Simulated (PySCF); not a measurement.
Give a PBE0-D3(BJ)/def2-SVP geometry of `FC(F)(F)C[N+](C)(C)[AlH3-]`.

Z-matrix in Å and degrees, rows numbered from 1:
```
C 
N   1  1.4726
C   2  1.4731  1  110.83
Al  2  2.1010  1  106.59  3  -115.54
C   2  1.4655  1  113.78  3   129.68
C   5  1.5186  2  118.37  1   -60.04
F   6  1.3324  5  108.73  2  -176.07
F   6  1.3369  5  112.49  2    64.87
F   6  1.3365  5  112.89  2   -56.66
H   1  1.0983  2  108.35  3    62.23
H   1  1.0976  2  109.51  3  -179.66
H   1  1.1006  2  111.80  3   -58.31
H   3  1.0982  2  109.36  1  -179.99
H   3  1.0986  2  108.28  1   -62.08
H   3  1.0996  2  111.84  1    58.57
H   4  1.6080  2   98.93  1   -60.73
H   4  1.6079  2   98.88  1  -179.82
H   4  1.6058  2   99.41  1    59.74
H   5  1.1008  2  108.41  1    61.71
H   5  1.0999  2  108.39  1   177.65
```

Al4 (aluminium bonded to N and 3 H) is distorted tetrahedral (angles from 98.9° to 118.0°). N2 (nitrogen bonded to Al and 3 C) is distorted tetrahedral (angles from 104.6° to 113.8°). Of the pairs four or more bonds apart, F9···H15 is among the closest relative to their van der Waals radii: 2.38 Å, 89 % of the sum of Bondi's values.

Computed with PBE0-D3(BJ)/def2-SVP geometry optimisation, gas phase in PySCF 2.14.0.

Point group: near Cs, missed by 0.31 Å at most; the miss may be what the optimiser left on a soft mode. Not checked by PBE0-D3(BJ)/def2-SVP frequencies. The numbers are those of one conformer (C1–N2–C5–C6 -60°).

Hardware: Intel Xeon Platinum 8259CL at 2.50 GHz, one thread, no GPU, on a shared host. Cost: 2.3 min wall, 0.79 GiB resident at most. That covers the optimisation of the geometry.
